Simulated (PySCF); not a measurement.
## Excitation energy of C²⁺ by level of theory

C²⁺ [He] 2s2 (1S) → C²⁺ [He] 2p2 (3P), as a difference of total energies. All numbers are calculated (PySCF 2.14, the non-relativistic Hamiltonian (point nucleus), in aug-cc-pwCVDZ). Correlated levels: valence and next inner shell: nothing frozen. The calculations carry no spin-orbit coupling.

```
                                method  excitation energy (cm⁻¹)
                                   UHF                    125410
    MP2 (valence and next inner shell)                    133260
SCS-MP2 (valence and next inner shell)                    135870
   CCSD (valence and next inner shell)                    139620
CCSD(T) (valence and next inner shell)                    139700
  CCSDT (valence and next inner shell)                    139700
```

A first-order spin-orbit estimate (lowest level to lowest level, LS coupling) adds -0.006 eV.

The coupled-cluster amplitudes are large for the lower state (T1 above 0.03 or a double amplitude above 0.15), so a single reference is strained.
